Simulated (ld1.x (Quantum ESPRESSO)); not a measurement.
**Ni (Z = 28), PAW: configuration errors across variants**

Ni, PAW, made with ld1.x (Quantum ESPRESSO) 7.5 (PBE, scalar-relativistic). Core [Ar], reference 3d8 4s1.5 4p0 (charge +0.5). Waves: 4s (bound): rcut 1.90, rcutus 2.10 bohr; 4s channel at 0.5 Ry: rcut 1.90, rcutus 2.10 bohr; 4p (bound, empty): rcut 2.65, rcutus 3.00 bohr; 4p channel at 0.05 Ry: rcut 2.65, rcutus 3.00 bohr; 3d (bound): rcut 1.15, rcutus 1.35 bohr; 3d channel at 0.7 Ry: rcut 1.15, rcutus 1.35 bohr. Local part: all-electron potential smoothed inside 2.95 bohr (lloc = -1). Core correction: Bessel-smoothed model core inside 0.70 bohr. Augmentation charge: PSQ, inside the norm-conserving radii.

All-electron excitation energies from the reference (eV): (1) 3d8 4s2 4p0 -3.717; (2) 3d8 4s1 4p0 5.605; (3) 3d8 4s0 4p0 22.956; (4) 3d9 4s1 4p0 -5.313; (5) 3d8 4s0 4p2 5.785; (6) 3d7 4s0 4p0 60.423; (7) 3d7 4s2 4p0 12.402.

Tests that are not counted but printed errors over 1 eV. “local potential all-electron potential smoothed inside 1.38 bohr (lloc = -1)”: 3d7 4s2 4p0 (solver errors, printed error -836 eV).

A true bound ghost makes a file unfit for plane-wave use even where its test errors are small: the radial tests pick states by their node count and pass the ghost by.

Errors AE − PS in meV (a dash: test not solved or not reliable):

```tsv
change	(1)	(2)	(3)	(4)	(5)	(6)	(7)	bound ghosts
base	-0.1	-1.2	-9.5	-62	-1.3	-241	-174	none
local potential all-electron potential smoothed inside 1.22 bohr (lloc = -1)	0.0	-1.1	-7.5	-57	-0.5	-222	-154	s
local potential all-electron potential smoothed inside 1.38 bohr (lloc = -1)	+0.2	-0.8	-7.5	-56	-0.6	-222	–	none
local potential all-electron potential smoothed inside 1.72 bohr (lloc = -1)	+0.1	-1.0	-7.5	-56	-0.6	-222	-143	none
local potential all-electron potential smoothed inside 2.14 bohr (lloc = -1)	+0.1	-1.0	-8.0	-58	-0.8	-226	-149	none
local potential all-electron potential smoothed inside 2.44 bohr (lloc = -1)	0.0	-1.1	-8.6	-59	-1.0	-231	-156	none
local potential all-electron potential smoothed inside 2.68 bohr (lloc = -1)	0.0	-1.1	-9.1	-61	-1.1	-236	-164	none
local potential all-electron potential smoothed inside 2.92 bohr (lloc = -1)	-0.1	-1.2	-9.4	-62	-1.2	-240	-173	none
local potential all-electron potential smoothed inside 3.18 bohr (lloc = -1)	-0.2	-1.3	-9.8	-71	-1.3	-245	-266	s
local potential all-electron potential smoothed inside 3.42 bohr (lloc = -1)	0.0	-1.2	-10.0	-59	-1.3	-248	-113	none
```

Q: Give the same row for: local potential all-electron potential smoothed inside 1.92 bohr (lloc = -1).

A: +0.1, -1.0, -7.7, -57, -0.7, -223, -145; bound ghosts: none.
